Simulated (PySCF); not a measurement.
Fill in the blanks.

C₄H₉O₃Si (doublet state).
Structure used (GFN2-xTB), in Å, numbered top down from 1:
```
atom  x, y, z in Å
C1     2.5272    1.1507   -0.0736
C2     1.9723   -0.2368    0.1845
O3     0.5456   -0.1481    0.2446
C4    -0.1067   -1.2788    0.4551
O5     0.4153   -2.3569    0.5827
C6    -1.6165   -1.0776    0.4976
O7    -1.9563    0.2527    0.6144
Si8   -3.3889    1.0037    0.3762
H9     2.2241    1.8267    0.7210
H10    2.1507    1.5352   -1.0174
H11    3.6118    1.1079   -0.1130
H12    2.2469   -0.9358   -0.6134
H13    2.3386   -0.6465    1.1323
H14   -2.0242   -1.5204   -0.4233
H15   -2.0058   -1.6634    1.3418
H16   -3.9729    0.6281   -0.9086
H17   -2.9683    2.3715    0.5869
```

| property | level | value |
| --- | --- | --- |
| point group of the GFN2-xTB geometry | GFN2-xTB | ? |
| rotational constants A, B, C of the GFN2-xTB geometry | GFN2-xTB | 2.801, 0.854, 0.668 GHz |
| isotropic g value | unrestricted B3LYP/pcH-1, mean-field spin–orbit | ? |
| spin squared ⟨S²⟩ | unrestricted B3LYP/pcH-1 | ? |
| largest isotropic hyperfine couplings (means over sets of like nuclei) | unrestricted B3LYP/pcH-1, mean-field spin–orbit | ? |

Gas-phase values; electronic properties from PySCF, density fitting. Geometry: GFN2-xTB, one conformer, isolated molecule. Hyperfine couplings depend on the geometry, which wasn't re-optimised at a DFT level. Couplings of like nuclei are plain means over topologically equivalent atoms, as if these changed places fast (by rotation of a methyl-like group, say); in this geometry the members of some sets differ.

Q: Give the isotropic g value.

A: 2.00272.

Q: Give the point group of the GFN2-xTB geometry.

A: C1.

Q: The spin squared ⟨S²⟩?

A: 0.751.

Q: Give the largest isotropic hyperfine couplings (means over sets of like nuclei).

A: 29Si -510.3 (Si8), 1H +95.5 (H16/H17), 17O -15.0 (O7), 1H +5.6 (H14/H15), 13C -2.1 (C6) MHz.

g_iso is shifted by about +400 ppm from the free-electron value 2.002319. The rotational constants make it an asymmetric top with κ = (2B − A − C)/(A − C) = -0.83, nearer the prolate limit (−1). With B = h/(8π²I), that is 505.379 GHz u Å² over I, the principal moments of inertia are 180.5, 591.5 and 756.7 u Å² (most abundant isotopes); the inertial defect Ic − Ia − Ib is -15.3 u Å² (zero for a rigid planar frame, negative otherwise).

For the EPR job (B3LYP), on one thread, Arm Neoverse V2 (aarch64), on a shared host, this took 1.8 min wall (grids of density and orbitals included) and 1.0 GiB of memory at its peak.
